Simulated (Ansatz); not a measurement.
Other settings, tried on the cluster Sn₄Te₉⁻ (the lowest doublet isomer of a short search).

```yaml
crystal:
  periodic: [false, false, false]
  atoms:
    - {symbol: Sn, position_ang: [1.712733, 0.389499, -1.103080]}
    - {symbol: Sn, position_ang: [2.096879, -0.986713, 1.666367]}
    - {symbol: Sn, position_ang: [-1.634305, 1.816290, 1.237110]}
    - {symbol: Sn, position_ang: [-1.638228, -0.099971, -1.140014]}
    - {symbol: Te, position_ang: [-0.790013, 0.408256, 3.518670]}
    - {symbol: Te, position_ang: [1.821322, 1.360584, 3.273989]}
    - {symbol: Te, position_ang: [4.417820, 0.235154, 0.273322]}
    - {symbol: Te, position_ang: [2.258137, -2.130624, -2.227185]}
    - {symbol: Te, position_ang: [-3.564500, 1.704675, -2.389995]}
    - {symbol: Te, position_ang: [-4.795657, -0.060636, -0.680875]}
    - {symbol: Te, position_ang: [-4.337504, 0.958835, 1.870936]}
    - {symbol: Te, position_ang: [5.040900, -2.058233, -1.091777]}
    - {symbol: Te, position_ang: [-0.587595, -1.537108, -3.207468]}
basis:
  gaussian: {orbitals: def2-TZVP, fitting: {mean_field: def2-universal-jkfit}}
total_charge: -1
magnetization: {spin_polarized: true, initial_magnetization: 1}
hamiltonian: {xc: {name: BLYP}, dispersion: d4}
scf: {omitted_lower_state_checks: [starts]}
```

```sh
$ ansatz run in.yaml --threads 2 --pin off --events-out ev --progress --plain --max-ram 22528MiB --backend cuda --devices 0, --max-vram 18GiB
```

Output, abridged:

```
Functional definition: BLYP
2834 factors; integrals over basis functions are off by at most 5.0e-1 eV
mean field evaluation 1: about -88963.0172 eV, gradient 1.7e1 eV
mean field evaluation 2: about -88922.5256 eV, gradient 7.0e1 eV
mean field evaluation 4: about -88963.9788 eV, gradient 1.1e1 eV
mean field evaluation 8: about -88964.8137 eV, gradient 9.6e-1 eV
mean field evaluation 16: about -88964.8245 eV, gradient 5.9e-3 eV
mean field -88964.82445048 eV, -3269.3969960313 hartree, gradient 5.6e-5 eV, S^2 0.751848; 0 other end points of the search recorded, 0 dependent functions left out
reference -88964.82494715 eV, -3269.3970142836 hartree; 153, 152 occupied and 497, 498 virtual orbitals, 2834 factors
Total energy: -88968.48082478 eV, -3269.5313653085 hartree
Checks for a lower state left out: starts
```

Run time 5.5 s (2 threads of AMD EPYC 7R13 on a shared host and a share (18 GiB) of an NVIDIA H100 80GB HBM3), peak host memory 1.3 GiB.

In the def2 sets Sn, Te take a core potential; there is no spin–orbit coupling. The highest occupied level of an anion often lies above zero with these methods, and sets without diffuse functions describe the outer electron poorly.
